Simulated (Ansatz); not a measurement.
Computed with Ansatz on PBE0-D4/def2-TZVP structures; ΔE is electronic, products minus reactants. CCSD(T)/CBS is the MP2 limit (def2-TZVPP, def2-QZVPP) plus CCSD(T) − MP2 in def2-TZVPP, frozen cores. This one scheme is used for every species. DFT in def2-TZVPP. B3LYP here is the variant with VWN-RPA as its local correlation; programs differ in this. HSE06 is defined as in plane-wave codes. For Zn outer-core shells are correlated without core-valence functions, which leaves a few kJ/mol of doubt a bond. Scalar relativity is left out up to krypton. Each species was taken in one conformer, which may not be the lowest.

`C[O][Zn][Cl]` + H–F → `C[O][Zn][F]` + HCl  (ligand exchange at a Zn–Cl bond)

Problem. Is it downhill or uphill in electronic energy at CCSD(T)/CBS, and by how much? (An estimate is asked.)

Solution. Ansatz gave: Uphill: ΔE = +16.1 kcal/mol.

Problem. What do these levels give: B3LYP-D4, r2SCANh-D4, HSE06-D4, r2SCANh, CAM-B3LYP, HF/def2-SVP, HF/def2-TZVPP, MP2/def2-TZVPP, SCS-MP2/def2-TZVPP, MP2/def2-QZVPP, SCS-MP2/def2-QZVPP, CCSD/CBS(def2)? (An estimate is asked.)

Solution. The calculation gave: B3LYP-D4 14.4, r2SCANh-D4 15.6, HSE06-D4 16.6, r2SCANh 15.4, CAM-B3LYP 13.5, HF/def2-SVP 16.5, HF/def2-TZVPP 17.4, MP2/def2-TZVPP 15.9, SCS-MP2/def2-TZVPP 14.7, MP2/def2-QZVPP 16.2, SCS-MP2/def2-QZVPP 15.0, CCSD/CBS(def2) 16.2 kcal/mol.

Largest T1 diagnostic among the species: 0.017.

From r2SCAN to r2SCAN0 (25 % exact exchange), in def2-TZVPP and without D4, ΔE moves by +2.0 kcal/mol. At CCSD(T), def2-SVP lies −3.7 kcal/mol from the extrapolated value and def2-TZVPP −1.0 kcal/mol. Leaving LDA and LC-ωPBE aside and taking each functional with its dispersion term where it has one, the values, not all of them listed here, spread over 4.5 kcal/mol, from BLYP-D4 to PBE-QIDH. LDA lies +1.1 kcal/mol from PBE without D4.
